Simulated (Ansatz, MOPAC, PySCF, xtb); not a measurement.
Noncovalent pair: hydrogen isocyanide (SMILES [C-]#[NH+]) (first 3 atoms) with hydrogen isocyanide (SMILES [C-]#[NH+]); geometry from B3LYP-D3(BJ)/def2-TZVP, rigid monomers moved along the line of their centres of mass till H3···C4 is 1.85 Å.
(charge 0, multiplicity 1):
```xyz
6

C     -0.21659     0.39364    -1.13054
N     -0.11584     0.33019     0.02628
H     -0.02788     0.27470     1.03612
C      0.13129     0.17472     2.87448
N      0.23147     0.11245     4.02705
H      0.31790     0.05877     5.02047
```

Interaction energies are E(AB) − E(A) − E(B) at the monomers' geometry in the complex; basis-set methods are counterpoise corrected. Rows marked so take none.

Cores are frozen in the correlated methods. Rows in 6-31G* carry no dispersion term and start afresh at each structure (6-31G* with six Cartesian d functions). MP2/6-31G* freezes PySCF's default core. The state reached by AM1 isn't checked.

Codes used: Ansatz (Gaussian basis) for Hartree–Fock, density functionals and correlated methods; MOPAC for AM1 (differences of heats of formation); PySCF for 6-31G* rows, the dispersion terms; xtb for the GFN methods. Each number belongs to the level named beside it.

```csv
level,interaction energy (kcal/mol)
GFN-FF,2.74
AM1,-4.06
GFN2-xTB,-3.58
HF/6-31G* (no counterpoise),-4.30
B3LYP-D3(BJ)/def2-TZVPPD,-6.93
PBE0-D3(BJ)/def2-TZVPPD,-7.38
wB97X-V/def2-TZVPPD,-6.13
MP2/6-31G* (no counterpoise),[?]
MP2/aug-cc-pVTZ,[?]
```

Q: Complete the blanks.

A: 
- MP2/6-31G* (no counterpoise), interaction energy (kcal/mol): -8.29
- MP2/aug-cc-pVTZ, interaction energy (kcal/mol): -7.15

Ansatz is a quantum-chemistry and plane-wave program.
